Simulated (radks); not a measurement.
Exchange energies: the exact (Fock) value of the Kohn-Sham orbitals and density-functional approximations, as 100 (|E| - |E exact|)/|E exact|, negative where the magnitude is too small. Species: Rb [Kr] 5s1; Zn23+ [He] 2s2 2p3; Yb [Xe] 4f14 6s2; Ge22+ [Ne]; He+ 1s1. All-electron calculation, non-relativistic Kohn-Sham, PBE, spin-polarised, spherical densities, point nucleus. Program: a radial shooting solver on a logarithmic mesh with Libxc functionals. Every spin shell is full or empty, so the densities are truly spherical. Functionals are evaluated on that one density, not self-consistently.

exact (hartree): Rb -97.8067; Zn23+ -36.1925; Yb -275.800; Ge22+ -50.7181; He+ -0.618988
LDA: Rb -5.47; Zn23+ -9.59; Yb -3.79; Ge22+ -8.23; He+ -14.13
B88: Rb +0.06; Zn23+ -0.30; Yb +0.35; Ge22+ -0.34; He+ -0.68
PBE: Rb -0.41; Zn23+ -1.01; Yb -0.07; Ge22+ -0.99; He+ -1.88
PBEsol: Rb -2.50; Zn23+ -4.25; Yb -1.63; Ge22+ -3.80; He+ -6.17
RPBE: Rb -0.17; Zn23+ -0.12; Yb +0.06; Ge22+ -0.39; He+ -0.18
SOGGA: Rb -2.52; Zn23+ -4.34; Yb -1.64; Ge22+ -3.87; He+ -6.39
APBE: Rb +0.42; Zn23+ +0.22; Yb +0.56; Ge22+ +0.09; He+ -0.32
TASK: Rb -2.42; Zn23+ -2.54; Yb -1.79; Ge22+ -2.20; He+ +0.11
MVS: Rb +0.04; Zn23+ -0.46; Yb +0.25; Ge22+ -0.30; He+ +0.12
